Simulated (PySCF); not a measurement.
Relaxation of singlet MoO₂Cl₂

Computed with PBE0/[Mo def2-TZVP with ECP28, O def2-TZVP, Cl def2-TZVP], scalar-relativistic core potentials, density fitting, no spin–orbit coupling, PySCF. A (50,194) grid was used.

A hand-made tetrahedral start, of C2v symmetry, held to at least that symmetry:

Coordinates in bohr (charge 0 multiplicity 1):
```
Mo    0.0000    0.0000   -0.5940
O     0.0000    2.7465   -2.5359
O     0.0000   -2.7465   -2.5359
Cl    3.6570    0.0000    1.9915
Cl   -3.6570    0.0000    1.9915
```

**Question.** What forces act on the atoms at the start (eV/Å)?

**Answer.** 
```
atom     Fx     Fy     Fz
 Mo1   0.00   0.00  -3.69
  O2   0.00  -4.67   3.13
  O3   0.00   4.67   3.13
 Cl4  -1.75   0.00  -1.28
 Cl5   1.75   0.00  -1.28
```

**Question.** What does it relax to?

**Answer.** It ends at C2v with Mo–Cl 2.243 Å (×2), Mo–O 1.663 Å (×2); Cl–Mo–Cl 111.7°, Cl–Mo–O 109.6° (×4), O–Mo–O 106.7° (after a last refinement on a finer grid). A frequency run shows a minimum.

**Question.** How much energy is released, and in how many steps?

**Answer.** 100.4 kJ/mol in 4 steps.

The relaxation took 21 s on 4 threads of a shared Arm Neoverse V1 host, with 176 basis functions and 5 gradients; the process peaked at 1.1 GiB.
